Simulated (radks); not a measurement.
Values are calculated unless marked as measured or tabulated.
Coulomb parameter of the 4d shell of neutral technetium in the model configuration [Kr] 4d3 5s2 5p2, as a second difference U = [E(n + 0.25) + E(n - 0.25) - 2 E(n)] / (0.25)^2 with all orbitals relaxed. "Bare": the charge of the atom changes with n. "Screened": the 5p shell takes up the change at fixed total charge, which measures U(4d,4d) + U(5p,5p) - 2 U(4d,5p). Code: a radial shooting solver on a logarithmic mesh with Libxc functionals. Model: Dirac Kohn-Sham, PBE, spin-unpolarised, spherical densities, finite nucleus; open shells are shared between the two j in proportion to 2j + 1; Fermi nuclear charge, rms radius 4.4112 fm.

case	configuration	E - E(n) (eV)
start	[Kr] 4d3 5s2 5p2	0.000
bare +0.25	[Kr] 4d3.25 5s2 5p2	-3.273
bare -0.25	[Kr] 4d2.75 5s2 5p2	3.895
screened +0.25	[Kr] 4d3.25 5s2 5p1.75	-2.615
screened -0.25	[Kr] 4d2.75 5s2 5p2.25	2.796

U(bare) = 9.958 eV, U(screened by 5p) = 2.903 eV, against the Slater integral F0(4d,4d) = 16.031 eV with frozen orbitals. The step up makes a negative ion, whose loosely bound charge lowers the bare value.
